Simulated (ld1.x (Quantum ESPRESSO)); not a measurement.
## u(r) = r·R(r): atom against pseudo-atom (Al (Z = 13))

Columns: radius, all-electron u(r) and pseudo u(r) of the 3s shell (level -8.24 eV) of aluminium in the configuration [Ne] 3s1.5 3p1.5; LDA (PZ), non-relativistic, TM semilocal scheme, ld1.x (Quantum ESPRESSO) 7.5.

| r (bohr) | all-electron | pseudo |
| --- | --- | --- |
| 0.103 | 0.1199 | 0.0210 |
| 0.205 | -0.0906 | 0.0425 |
| 0.308 | -0.2510 | 0.0656 |
| 0.410 | -0.3057 | 0.0908 |
| 0.513 | -0.2784 | 0.1193 |
| 0.615 | -0.2006 | 0.1512 |
| 0.718 | -0.0955 | 0.1881 |
| 0.820 | 0.0182 | 0.2296 |
| 0.923 | 0.1320 | 0.2766 |
| 1.025 | 0.2374 | 0.3277 |
| 1.128 | 0.3329 | 0.3828 |
| 1.230 | 0.4151 | 0.4386 |
| 1.332 | 0.4848 | 0.4931 |
| 1.435 | 0.5426 | 0.5439 |
| 1.538 | 0.5887 | 0.5878 |
| 1.640 | 0.6237 | 0.6229 |
| 1.743 | 0.6494 | 0.6491 |
| 1.845 | 0.6664 | 0.6663 |
| 1.948 | 0.6759 | 0.6759 |
| 2.050 | 0.6789 | 0.6789 |
| 2.153 | 0.6764 | 0.6764 |
| 2.255 | 0.6691 | 0.6691 |
| 2.358 | 0.6579 | 0.6579 |
| 2.460 | 0.6436 | 0.6436 |
| 2.562 | 0.6267 | 0.6267 |
| 2.665 | 0.6076 | 0.6076 |

Task: How many radial nodes do the two functions have?

Result: The all-electron 3s function has n − l − 1 = 2; the pseudo-wave has 0, since the states of the same l below it are removed with the core.

Task: At about which radius was the pseudo-wave matched?

Result: 2.05 bohr. The columns agree to 0.0005 from 1.74 bohr on; several derivatives are matched, so the curves merge somewhat inside the radius.

Task: Is the pseudo-wave norm-conserving?

Result: Yes: the TM semilocal scheme keeps the norm inside the radius equal to the all-electron one, which fixes the energy derivative of the logarithmic derivative at the level.
